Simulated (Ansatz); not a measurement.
Two structures of SiNH₃F₄, closed shell, reached by relaxing down either side of one saddle point (PBE0-D4/def2-TZVP). Energies are electronic, without zero-point energy. Ansatz 0.2.0; basis: def2-TZVPP and def2-QZVPP; cores frozen in the correlated methods. Extrapolation: Hartree–Fock as exp(−7.88 √X), correlation as X^−2.97. First:

```
9
angstrom
Si -0.8224 0.2242 -0.3821
F -0.2755 -0.6688 -1.5887
F -2.2310 0.6084 -1.0367
F -1.3960 -0.5158 0.9124
F -0.2616 1.7115 -0.2218
H 1.0961 -1.2812 0.5697
N 1.0106 -0.2755 0.4695
H 1.1046 0.1446 1.3878
H 1.7754 0.0525 -0.1102
```

Second:

```csv
atom,x (Å),y (Å),z (Å)
Si1,-0.7389,0.8158,0.1244
F2,0.5070,-2.4979,-0.8796
F3,-1.1527,0.9513,-1.3810
F4,-1.8109,0.0015,0.9267
F5,-0.7035,2.2669,0.7318
H6,0.5617,-1.6323,-0.5093
N7,0.7458,-0.0158,0.2054
H8,1.0858,-0.2478,1.1300
H9,1.5057,0.3583,-0.3485
```

(1) Which bonds change from the first to the second?

(2) Give the saddle point's structure and its height above each. (Judge from chemistry; the value comes from the calculation.)

No T1 diagnostic of these runs exceeds 0.012.

Results:

(1) SiF₄ ([F][Si]([F])([F])[F]) + NH₃ → SiNH₂F₃ ([NH2][Si]([F])([F])[F]) + HF; bonds formed: F2–H6; dative contacts that become bonds: Si1–N7; bonds broken: Si1–F2, H6–N7.

(2) The calculation gives: 160.3 kJ/mol above the first and 75.2 kJ/mol above the second (CCSD(T) at an estimated basis limit (MP2 extrapolated from triple and quadruple zeta, plus CCSD(T) − MP2 in triple zeta)).
Si1  (-0.703, 0.348, -0.057)
F2  (-0.353, -1.572, -0.746)
F3  (-1.066, 0.657, -1.555)
F4  (-1.759, -0.343, 0.880)
F5  (-0.714, 1.828, 0.548)
H6  (0.621, -1.180, -0.307)
N7  (1.015, -0.093, 0.250)
H8  (1.270, -0.125, 1.230)
H9  (1.689, 0.480, -0.244)
(Å)

The step is the kind of exchange with an N–H group that builds nitride films in atomic layer and chemical vapour deposition.

Labels in which every atom is bracketed show which atoms are joined, not bond orders.

For scale, one of the runs: CCSD(T)/def2-TZVPP, 239 basis functions, launched by `ansatz run in.yaml --threads 8 --pin off --events-out ev --progress --plain --max-ram 19148MiB`. Time: 2.2 min of wall clock on 8 CPU threads of an Arm Neoverse V2; the host was shared. Peak host memory: 5.1 GiB.
